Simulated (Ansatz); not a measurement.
Reaction (formal exchange of groups at the Se–Si bond): `O[SiH]([SiH3])[SeH]` + `F[SiH](F)[SeH]` → `F[Si](F)([SeH])[SeH]` + `O[SiH2][SiH3]`

Gas-phase electronic energies from Ansatz, PBE0-D4/def2-TZVP geometries. CCSD(T)/CBS is the MP2 limit (def2-TZVPP, def2-QZVPP) plus CCSD(T) − MP2 in def2-TZVPP, frozen cores. DFT in def2-TZVPP. B3LYP here is the variant with VWN-RPA as its local correlation; programs differ in this. For Se outer-core shells are correlated without core-valence functions, which leaves a few kJ/mol of doubt a bond. Scalar relativity is left out up to krypton. One conformer a species, not always the lowest.

(1) Is it downhill or uphill in electronic energy at CCSD(T)/CBS, and by how much? (Best estimate.)

(2) What do these levels give: B3LYP-D4, ωB97X-V, SCS-MP2/def2-TZVPP, HF/def2-QZVPP, HF/CBS(def2), CCSD/CBS(def2)? (Best estimate.)

Largest T1 diagnostic among the species: 0.012.

Results:

(1) Ansatz gave: Uphill: ΔE = +0.13 eV.

(2) The calculation gave: B3LYP-D4 0.10, ωB97X-V 0.10, SCS-MP2/def2-TZVPP 0.13, HF/def2-QZVPP 0.13, HF/CBS(def2) 0.13, CCSD/CBS(def2) 0.13 eV.
